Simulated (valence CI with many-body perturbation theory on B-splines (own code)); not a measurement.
# Eu LVII: calculated level list

Method: valence CI with perturbative core correlation (CI+MBPT): five valence electrons over a frozen Dirac-Fock core [He], a basis of 11 s, 11 p, 10 d, 8 f, 5 g, 2 h functions for each j, with the one-electron correlation potential Σ1, the two-electron term Σ2, the three-electron term Σ3, Breit, model QED; selected CI, second order for the rest, scaled by the run's own slope (own B-spline code, finite nucleus).

The last digits are not significant, and no measured levels were compared; by estimate large intervals hold to a few tenths of a per cent, small ones and those within an open d or f shell to about a per cent. Among the levels kept, up to 7300 cm⁻¹ of a level comes from second order outside the variational space, and about a tenth of that is noise between levels of different J, which matters for small intervals.

Levels 181 to 200 of 200, with energies above the lowest level, (2s^2 2p1/2^2 2p3/2) J=3/2. "Leading %" is the weight of the configuration and term that name the level; weights of strongly mixed levels are sums over their largest components and can fall short. In the jj column 3d3/2^4 stands for four electrons in 3d with j = 3/2. Lifetimes count E1, E2, E3, M1 and M2 decay at the calculated energies, and are blank where another channel may lead or the interval is too uncertain; long ones can be off by a factor of two.

| No. | Configuration | Term | J | E (eV) | Leading % | Lifetime | g | Leading jj |
| --- | --- | --- | --- | --- | --- | --- | --- | --- |
| 181 | 2p⁴3p | ²P° | 1/2 | 8411.8 | 34 | 9.13 fs | 0.626 | 2p1/2^2 2p3/2^2 3p1/2 (54 %) |
| 182 | 2s2p³3d | ⁴D° | 5/2 | 8416.9 | 38 | 2.91 fs | 1.247 | 2s 2p1/2 2p3/2^2 3d5/2 (98 %) |
| 183 | 2s2p³3d | ²G° | 9/2 | 8422.5 | 81 | 140 fs | 1.125 | 2s 2p1/2 2p3/2^2 3d5/2 (99 %) |
| 184 | 2s2p³3d | ²F° | 7/2 | 8425.8 | 55 | 23.8 fs | 1.171 | 2s 2p1/2 2p3/2^2 3d5/2 (99 %) |
| 185 | 2s2p³3d | ²F° | 7/2 | 8430.1 | 49 | 1.24 fs | 1.189 | 2s 2p1/2 2p3/2^2 3d5/2 (98 %) |
| 186 | 2s2p³3d | ²D° | 3/2 | 8431.8 | 46 | 1.14 fs | 1.018 | 2s 2p1/2 2p3/2^2 3d5/2 (94 %) |
| 187 | 2s2p³3d | ²F° | 5/2 | 8435.7 | 38 | 3.69 fs | 1.105 | 2s 2p1/2 2p3/2^2 3d5/2 (98 %) |
| 188 | 2s2p³3d | ²D° | 3/2 | 8437.4 | 38 | 8.63 fs | 1.139 | 2s 2p1/2 2p3/2^2 3d5/2 (98 %) |
| 189 | 2s2p³3d | ²S° | 1/2 | 8439.0 | 48 | 1.06 fs | 1.322 | 2s 2p1/2 2p3/2^2 3d5/2 (95 %) |
| 190 | 2s2p³3d | ²P° | 3/2 | 8447.2 | 39 | 708 as | 1.194 | 2s 2p1/2 2p3/2^2 3d5/2 (96 %) |
| 191 | 2s2p³3d | ²D° | 5/2 | 8449.9 | 42 | 767 as | 1.055 | 2s 2p1/2 2p3/2^2 3d5/2 (96 %) |
| 192 | 2p⁴3p | ²D° | 5/2 | 8539.6 | 49 | 4.97 fs | 1.318 | 2p1/2^2 2p3/2^2 3p3/2 (98 %) |
| 193 | 2p⁴3p | ⁴D° | 7/2 | 8539.7 | 67 | 5.25 fs | 1.320 | 2p1/2^2 2p3/2^2 3p3/2 (98 %) |
| 194 | 2p⁴3p | ²P° | 1/2 | 8541.0 | 49 | 4.62 fs | 1.295 | 2p1/2^2 2p3/2^2 3p3/2 (98 %) |
| 195 | 2p⁴3p | ²P° | 3/2 | 8579.9 | 45 | 5.02 fs | 1.318 | 2p1/2^2 2p3/2^2 3p3/2 (98 %) |
| 196 | 2p⁴3p | ²P° | 3/2 | 8603.8 | 66 | 4.85 fs | 1.318 | 2p1/2^2 2p3/2^2 3p3/2 (98 %) |
| 197 | 2p⁴3d | ⁴D | 3/2 | 8624.1 | 32 | 48.2 fs | 1.184 | 2p1/2^2 2p3/2^2 3d3/2 (99 %) |
| 198 | 2p⁴3d | ⁴D | 5/2 | 8625.9 | 37 | 29.8 fs | 1.170 | 2p1/2^2 2p3/2^2 3d3/2 (96 %) |
| 199 | 2p⁴3d | ²F | 7/2 | 8627.3 | 37 | 84.0 fs | 1.100 | 2p1/2^2 2p3/2^2 3d3/2 (99 %) |
| 200 | 2p⁴3d | ⁴P | 1/2 | 8629.4 | 48 | 6.37 fs | 1.623 | 2p1/2^2 2p3/2^2 3d3/2 (97 %) |
